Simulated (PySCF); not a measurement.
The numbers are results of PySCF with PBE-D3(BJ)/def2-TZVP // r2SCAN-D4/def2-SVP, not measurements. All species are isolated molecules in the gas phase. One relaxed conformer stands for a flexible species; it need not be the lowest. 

Reference species: [Ti(F)4] (neutral, multiplicity 1).

```yaml
LUMO: -3.98 eV
HOMO–LUMO gap: 6.46 eV
```

Changed species: [Ti(F)3(NH2)] (1 of 4 F replaced by NH2; the reference has 0 of 4 F replaced by NH2).

Task: Give the shifts of the LUMO and HOMO–LUMO gap.

Result: the LUMO increases by 0.55 eV, to -3.43 eV; the HOMO–LUMO gap falls by 2.85 eV, to 3.61 eV.
